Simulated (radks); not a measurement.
Values are calculated unless marked as measured or tabulated.
Problem. All-electron atom: In3+ in [Kr] 4d10. Level of theory: Dirac Kohn-Sham, HCTH/407, spin-unpolarised, spherical densities, point nucleus (a radial shooting solver on a logarithmic mesh with Libxc functionals).

Spin-orbit splittings of the eigenvalues, e(l+1/2) - e(l-1/2), with zeta = 2 splitting/(2l+1) and mean radii in bohr:

| shell | occ. | splitting (eV) | zeta (eV) | <r> j=l-1/2 | <r> j=l+1/2 |
|---|---|---|---|---|---|
| 2p | 6 | 210.9 | 140.6 | 0.1084 | 0.1137 |
| 3p | 6 | 38.20 | 25.46 | 0.3390 | 0.3501 |
| 3d | 10 | 7.851 | 3.141 | 0.3215 | 0.3251 |
| 4p | 6 | ? | ? | 0.8984 | 0.9280 |
| 4d | 10 | 0.9011 | 0.3605 | 1.133 | 1.147 |

Estimate the 4p splitting.

Solution. 6.674 eV (zeta = 4.449 eV).
